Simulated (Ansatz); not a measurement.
Basis-set extrapolation for F2H4OSi2, SMILES `F[SiH2]O[SiH2]F` (PBE0-D4/def2-TZVP geometry, frozen core, Ansatz 0.2.0). Multiplicity 1, RHF reference.

|  | def2-TZVPP | def2-QZVPP |
| --- | --- | --- |
| HF | -854.334429 | -854.367755 |
| MP2 correlation | -0.969715 | -1.057217 |
| CCSD(T) correlation | -1.027982 | not run |

Energies in hartree. Use E(X) = E(∞) + A·exp(−7.88·√X) for Hartree–Fock and E(X) = E(∞) + B·X^(−2.97) for correlation, with X = 3 and 4, and add CCSD(T) minus MP2 of the smaller set to the MP2 limit.

Question: What is the CCSD(T) energy at the basis-set limit?

Answer: HF limit: -854.367755 + (-0.033326) × 0.13774 = -854.37235. MP2 limit: -1.057217 + (-0.087502) × 0.74074 = -1.12203. Higher-order term: -1.027982 − (-0.969715) = -0.05827. Total: -855.55265 hartree, 499.5 kJ/mol below CCSD(T)/def2-TZVPP.
